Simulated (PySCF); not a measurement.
How methods differ on the excitation energy of V+

V+ [Ar] 3d4 (5D) → V+ [Ar] 3d3 4p1 (high-spin determinant), as a difference of total energies. All numbers are calculated (PySCF 2.14, the non-relativistic Hamiltonian (point nucleus), in def2-TZVPPD). Correlated levels: valence: [Ar] frozen; valence and next inner shell: [Ne] frozen. The calculations carry no spin-orbit coupling.

```tsv
method	excitation energy (eV)
UHF	3.594
LDA	4.975
PBE	4.659
PBE0	4.550
r2SCAN0	4.369
r2SCANh	4.382
HSE06	4.522
TPSS	4.508
MP2 (valence)	4.152
SCS-MP2 (valence)	3.780
MP2 (valence and next inner shell)	4.730
SCS-MP2 (valence and next inner shell)	4.307
```

How much does correlation contribute at MP2 (valence and next inner shell)?

4.730 − (3.594) = 1.136 eV, measured against UHF.

A first-order spin-orbit estimate (lowest level to lowest level, LS coupling) adds -0.028 eV.

The determinant of the upper state mixes LS terms, which raises its energy above the lowest term, most at the Hartree-Fock and MP2 levels.
